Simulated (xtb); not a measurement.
xtb input:

```bash
xtb mol.xyz --gfn 2 --sp --chrg 0 --uhf 0
```
mol.xyz:
```
12

C      2.75844924    -1.03919629     0.22971741
O      1.46594738    -1.57030449    -0.02832360
Ga    -0.01392870    -0.60324745    -0.09184627
Br     0.03855992     1.67037454     0.25438149
O     -1.53569032    -1.44010584    -0.42826462
C     -2.80066579    -0.79806483    -0.51098427
H      3.40917890    -1.25115565    -0.62224808
H      3.17360311    -1.52531185     1.11597171
H      2.75169175     0.04147115     0.39920442
H     -2.74651954     0.27996086    -0.33338239
H     -3.22170614    -0.96353523    -1.50575340
H     -3.47281299    -1.23701775     0.23039701
```

Task: Predict the final energy.

Result: -20.85350 Eh (GFN2-xTB).
